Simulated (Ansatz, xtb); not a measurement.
## Ligand exchange: C2H5Br + BClF2 → C2H5Cl + BBrF2

Species: C2H5Br `CCBr`, singlet; BClF2 `FB(F)Cl`, singlet; C2H5Cl (chloroethane) `CCCl`, singlet; BBrF2 `FB(F)Br`, singlet. The partners trade Br for Cl: C–Br and B–Cl bonds give way to C–Cl and B–Br.

Shapes, held fixed at every level: PBE0-D4/def2-TZVP. Programs: Ansatz 0.2.0, xtb 6.7.1. The zero-point and thermal change to 298 K, harmonic and unscaled (PBE0-D4/def2-TZVP), is +0.2 kJ/mol.

**The experiment to reproduce.** Tabulated heats of formation (Active Thermochemical Tables, NIST-JANAF tables): C2H5Br -63.1 (ATcT); BClF2 -885.3 (JANAF); C2H5Cl -111.2 (ATcT); BBrF2 -820.1 (JANAF) kJ/mol, which give ΔH(298 K) = +17.2 kJ/mol.

```csv
level,kind,ΔH (kJ/mol),computed − measured
GFN0-xTB,semi-empirical,+9.1,-8.1
SPW92/def2-TZVPP,LDA,+18.6,+1.4
r2SCAN-D4/def2-TZVPP,meta-GGA,+20.7,+3.5
BHLYP-D4/def2-TZVPP,global hybrid,+21.2,+4.1
MP2/def2-SVP,perturbation theory,+27.0,+9.8
CCSD/def2-SVP,coupled cluster or CI,+25.8,+8.6
CCSD/def2-TZVPP,coupled cluster or CI,+22.4,+5.2
CCSD(T)/def2-TZVPP,coupled cluster or CI,+22.4,+5.3
```

Nearest: SPW92/def2-TZVPP (+1.4); farthest: MP2/def2-SVP (+9.8). 8 of 8 levels lie within 10 kJ/mol. The tabulated values of BClF2, BBrF2 are in doubt (older tables, estimates, or at odds with other calculations) and kept here. Relativity is left out for Br. Outer-core shells of Br are correlated, in sets that cover them unevenly.
